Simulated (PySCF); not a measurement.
# Assignment exercise: C₃H₇NO₃Si₂

Geometry:
| atom | x (Å) | y (Å) | z (Å) |
| --- | --- | --- | --- |
| C1 | -2.319 | 0.122 | 1.826 |
| C2 | -1.817 | 0.148 | 0.736 |
| Si3 | -1.004 | 0.175 | -0.935 |
| O4 | -0.566 | -1.324 | -1.367 |
| O5 | -2.019 | 0.726 | -2.083 |
| O6 | 0.293 | 1.135 | -0.836 |
| Si7 | 1.858 | 1.285 | -0.414 |
| N8 | 2.371 | 0.256 | 0.877 |
| C9 | 1.748 | -0.647 | 1.471 |
| H10 | -2.764 | 0.099 | 2.779 |
| H11 | -1.101 | -1.791 | -2.002 |
| H12 | -2.268 | 1.644 | -2.089 |
| H13 | 2.676 | 0.931 | -1.566 |
| H14 | 1.948 | 2.653 | 0.077 |
| H15 | 0.716 | -0.938 | 1.244 |
| H16 | 2.240 | -1.197 | 2.270 |

[PySCF 2.14.0 with density-fitted response routines: σ from GIAO-PBE0/pcSseg-1; GFN2-xTB structure; in vacuum; non-relativistic; one computed conformer; rapidly exchanging positions averaged]

References, each an isolated molecule treated in the same way: TMS for 13C and 1H.

(1) Assign these signals to the numbered atoms. 13C{1H} NMR (computed): δ 175.6, 96.8, 88.6.

(2) Assign these signals to the numbered atoms. 1H NMR (400 MHz, computed): δ 9.13 (d, 1H), 8.74 (d, 1H), 5.30 (s, 2H), 2.29 (br s, 2H), 1.67 (s, 1H).

Results:

(1) 
| δ (ppm) | atoms | environment | reason |
| --- | --- | --- | --- |
| 175.6 | C9 | C=N carbon | – |
| 96.8 | C1 | terminal alkyne carbon | the triple bond shields along its axis, which puts it between sp3 and sp2 carbons |
| 88.6 | C2 | alkyne carbon | sp carbons lie upfield of alkene carbons because the cylindrical π system leaves one tensor component strongly shielded |

(2) 
| δ (ppm) | atoms | environment | reason |
| --- | --- | --- | --- |
| 9.13 | H15 | hydrogen on a C=N carbon | – |
| 8.74 | H16 | hydrogen on a C=N carbon | – |
| 5.30 | H13/H14 | hydrogen on a silicon bonded to N, O | – |
| 2.29 | H11/H12 | hydrogen on an oxygen bonded to Si | exchangeable; this is the value without hydrogen bonding to other molecules |
| 1.67 | H10 | hydrogen on a terminal alkyne carbon | it lies on the axis of the triple bond, in its shielding cone |

Exchangeable OH/NH protons stand at their gas-phase positions; hydrogen bonding in a real sample shifts them, mostly to higher δ. Shifts are as computed. Against solution values, carbons near 30 ppm lie about +3 ppm off and those near 130 ppm about +5 ppm. Of 1309 compounds with measured shifts, 239 miss one by over three times the rms of a fit or turn the order of signals round; such compounds aren't used in these exercises. Multiplicities follow the n + 1 count of equivalent neighbours, as no J values were calculated; m marks all less simple cases, F and P coupling included.
